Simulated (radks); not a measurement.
All-electron atom: La in [Xe] 5d1 6s2. Method: Dirac Kohn-Sham, Slater X-alpha with alpha = 0.667, spin-unpolarised, spherical densities, point nucleus; open shells fill j = l - 1/2 first; computed with a radial shooting solver on a logarithmic mesh with Libxc functionals.

Unscreened Slater integrals over Kohn-Sham orbitals (hartree). Large and small components are both included. Empty in this configuration: 5d5/2.

\begin{tabular}{lr}
integral & value \\ \hline
F0(5d3/2,5d3/2) & 0.29951 \\
F2(5d3/2,5d3/2) & 0.14911 \\
F0(5d3/2,6s1/2) & 0.23013 \\
G2(5d3/2,6s1/2) & 0.072505 \\
F0(5d3/2,5p3/2) & 0.36238 \\
F2(5d3/2,5p3/2) & 0.16411 \\
G1(5d3/2,5p3/2) & 0.18680 \\
G3(5d3/2,5p3/2) & 0.11424 \\
F0(5d3/2,5p1/2) & 0.36650 \\
G1(5d3/2,5p1/2) & 0.17578 \\
F0(5d3/2,5d5/2) & 0.29583 \\
F2(5d3/2,5d5/2) & 0.14704 \\
G2(5d3/2,5d5/2) & 0.14699 \\
G4(5d3/2,5d5/2) & 0.094991 \\
F0(6s1/2,6s1/2) & 0.20045 \\
F0(6s1/2,5p3/2) & 0.25115 \\
G1(6s1/2,5p3/2) & 0.018728 \\
F0(6s1/2,5p1/2) & 0.25233 \\
G1(6s1/2,5p1/2) & 0.016237 \\
F0(6s1/2,5d5/2) & 0.22862 \\
G2(6s1/2,5d5/2) & 0.074759 \\
F0(5p3/2,5p3/2) & 0.49029 \\
F2(5p3/2,5p3/2) & 0.26325 \\
F0(5p3/2,5p1/2) & 0.50146 \\
G2(5p3/2,5p1/2) & 0.26763 \\
F0(5p3/2,5d5/2) & 0.35601 \\
F2(5p3/2,5d5/2) & 0.15888 \\
G1(5p3/2,5d5/2) & 0.17824 \\
G3(5p3/2,5d5/2) & 0.10903 \\
F0(5p1/2,5p1/2) & 0.51365 \\
F0(5p1/2,5d5/2) & 0.35989 \\
G3(5p1/2,5d5/2) & 0.10252 \\
F0(5d5/2,5d5/2) & 0.29226 \\
F2(5d5/2,5d5/2) & 0.14513 \\
F4(5d5/2,5d5/2) & 0.093723 \\
\end{tabular}
